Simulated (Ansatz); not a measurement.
Born–Oppenheimer molecular dynamics of AlGaH6O2 (10 atoms, charge 0, multiplicity 1). It starts at the highest image of a converged band, a first-order saddle point between two minima.

These are results of Ansatz, RKS B3LYP-D4/def2-SVP, not measurements.

```yaml
ensemble: NVE (velocity Verlet)
time_step: 0.5 fs
steps_asked: 200
starting_velocities_drawn_for: 300 K
seed: 11665
```

First frame:

```xyz
10
Properties=species:S:1:pos:R:3
Ga -0.046 0.356 0.023
O -0.455 -0.728 1.621
H -1.382 -0.961 1.767
H 1.339 -0.058 -0.574
H -1.360 0.797 -0.708
O 0.254 1.467 1.661
Al 1.039 2.821 2.376
H 1.220 2.822 3.945
H 1.512 3.981 1.415
H -0.141 0.418 2.047
```

(1) How far do the bonds stretch over the last three quarters of this one trajectory? (Pairs bonded in most of those frames.)

Results:

(1) 
| bond | mean (Å) | spread (Å) | shortest | longest |
| --- | --- | --- | --- | --- |
| Ga1–O2 | 1.866 | 0.048 | 1.81 | 1.99 |
| Ga1–H4 | 1.574 | 0.011 | 1.56 | 1.60 |
| Ga1–H5 | 1.582 | 0.040 | 1.51 | 1.64 |
| Ga1–O6 | 2.161 | 0.047 | 2.10 | 2.22 |
| O2–H3 | 0.966 | 0.014 | 0.94 | 0.99 |
| O6–Al7 | 1.750 | 0.012 | 1.72 | 1.77 |
| O6–H10 | 1.008 | 0.061 | 0.91 | 1.15 |
| Al7–H8 | 1.575 | 0.015 | 1.55 | 1.60 |
| Al7–H9 | 1.577 | 0.031 | 1.53 | 1.62 |

Mean temperature of the second half: 210 K. The conserved energy stayed within 0.19 meV per atom of its start (net change -0.057 meV per atom), so the integration is sound. A run of 0.1 ps of so small a system gives no equilibrium averages. The orbitals stay closed-shell, which can raise the energy where a bond breaks towards radicals; this wasn't checked here.

The run took 12 min on 2 threads of Arm Neoverse V1, on a shared host, peak memory 0.26 GiB.
